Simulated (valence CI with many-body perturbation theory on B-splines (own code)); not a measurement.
## Valence orbitals of Bi52+

Computed by configuration interaction combined with many-body perturbation theory (CI+MBPT): three valence electrons over a frozen Dirac-Fock core [Ar] 3d10, a basis of 11 s, 11 p, 10 d, 8 f, 5 g, 2 h functions for each j, with the one-electron correlation potential Σ1, the two-electron term Σ2, the three-electron term Σ3, Breit, model QED; selected CI, second order for the rest, scaled by the run's own slope (own B-spline code, finite nucleus).

No measured spectrum was set against this ion. As an estimate, large intervals hold to a few tenths of a per cent, small ones and those within an open d or f shell to about a per cent.

These are the spectroscopic orbitals of the CI (the correlating ones are not listed), shaped by the core and the other valence electrons. h is the expectation value of the core's Dirac-Fock operator, without the valence repulsion; Σ1 is computed up to l = 3 at one energy for each symmetry, that of its lowest orbital but kept below the first core excitation, so for empty shells it is not the orbital's own correlation shift; Breit and QED include the response of the core.

| Orbital | h (hartree) | Σ1 (cm⁻¹) | Breit (cm⁻¹) | QED (cm⁻¹) | ⟨r⟩ (bohr) |
| --- | --- | --- | --- | --- | --- |
| 4s1/2 | -125.19 | -15716 | 23885 | 18205 | 0.3345 |
| 5s1/2 | -75.32 | -5824 | 10827 | 8477 | 0.5563 |
| 6s1/2 | -50.308 | -2855 | 5689 | 4563 | 0.8363 |
| 7s1/2 | -35.975 | -1637 | 3399 | 2745 | 1.172 |
| 8s1/2 | -27 | -1032 | 2194 | 1779 | 1.564 |
| 9s1/2 | -21.008 | -695 | 1499 | 1218 | 2.013 |
| 4p1/2 | -120.73 | -16975 | 37467 | 1480 | 0.3296 |
| 5p1/2 | -73.134 | -6321 | 17099 | 700 | 0.5569 |
| 6p1/2 | -49.091 | -3150 | 9140 | 386 | 0.8405 |
| 7p1/2 | -35.23 | -1821 | 5510 | 235 | 1.180 |
| 8p1/2 | -26.511 | -1154 | 3578 | 153 | 1.577 |
| 9p1/2 | -20.671 | -780 | 2455 | 106 | 2.030 |
| 4p3/2 | -113.83 | -14034 | 20924 | 2782 | 0.3511 |
| 5p3/2 | -69.867 | -5577 | 9710 | 1319 | 0.5841 |
| 6p3/2 | -47.285 | -2857 | 5853 | 730 | 0.8735 |
| 7p3/2 | -34.129 | -1677 | 3557 | 446 | 1.219 |
| 8p3/2 | -25.79 | -1073 | 2323 | 292 | 1.622 |
| 9p3/2 | -20.174 | -730 | 1601 | 202 | 2.080 |
| 4d3/2 | -107.14 | -16508 | 17042 | -766 | 0.3366 |
| 5d3/2 | -66.651 | -6384 | 8037 | -336 | 0.5768 |
| 6d3/2 | -45.497 | -3253 | 4424 | -179 | 0.8728 |
| 7d3/2 | -33.032 | -1907 | 2702 | -107 | 1.225 |
| 8d3/2 | -25.07 | -1221 | 1772 | -69.4 | 1.634 |
| 4d5/2 | -105.67 | -15347 | 10852 | 11.9 | 0.3423 |
| 5d5/2 | -65.934 | -5933 | 4907 | 34.2 | 0.5838 |
| 6d5/2 | -45.092 | -3027 | 2711 | 27.1 | 0.8813 |
| 7d5/2 | -32.782 | -1777 | 1641 | 19.4 | 1.235 |
| 8d5/2 | -24.904 | -1139 | 1070 | 14.0 | 1.646 |
| 4f5/2 | -98.61 | -15725 | 7328 | -570 | 0.3083 |
| 5f5/2 | -62.777 | -5171 | 3136 | -272 | 0.5580 |
| 6f5/2 | -43.375 | -2587 | 1645 | -152 | 0.8623 |
| 7f5/2 | -31.739 | -1523 | 982 | -93.5 | 1.223 |
| 4f7/2 | -98.191 | -14858 | 3274 | -259 | 0.3107 |
| 5f7/2 | -62.542 | -4903 | 1442 | -112 | 0.5609 |
| 6f7/2 | -43.236 | -2467 | 783 | -60.2 | 0.8657 |
| 7f7/2 | -31.65 | -1457 | 474 | -36.3 | 1.227 |
| 5g7/2 | -60.858 |  | 377 | -70.3 | 0.5072 |
| 6g7/2 | -42.294 |  | 304 | -48.2 | 0.8152 |
| 7g7/2 | -31.07 |  | 213 | -32.7 | 1.180 |
| 5g9/2 | -60.759 |  | 20.8 | 1.9 | 0.5086 |
| 6g9/2 | -42.236 |  | 18.7 | -5.8 | 0.8167 |
| 7g9/2 | -31.033 |  | 11.6 | -5.8 | 1.182 |
| 6h9/2 | -42.058 |  |  |  | 0.7314 |
| 6h11/2 | -42.021 |  |  |  | 0.7324 |

Among the shells of the start configuration 4s2 4p1, Σ1 is largest in size for 4p1/2, where it is 0.064 % of h.

Lowest root of each symmetry, sizes in configuration state functions:

```csv
J,Parity,Roots,Reference,Variational,Second order,Change by selected CI (cm⁻¹),Change by second order (cm⁻¹)
1/2,even,13,78,9420,11155,-2760,0
3/2,even,21,129,16447,12941,-1637,-1
5/2,even,23,141,20499,16332,-2378,0
7/2,even,16,114,19501,18564,-3451,-3
9/2,even,9,79,14131,20148,-4117,-3
11/2,even,2,39,7551,15704,-2564,-5
1/2,odd,14,79,10619,6812,-2811,0
3/2,odd,25,131,19166,10260,-2640,0
5/2,odd,26,139,23029,13774,-2599,-1
7/2,odd,22,118,22542,15582,-2775,-1
9/2,odd,13,77,18576,15663,-1541,-1
11/2,odd,6,41,11920,15426,-4392,-3
13/2,odd,2,14,6236,13275,-3891,-3
```
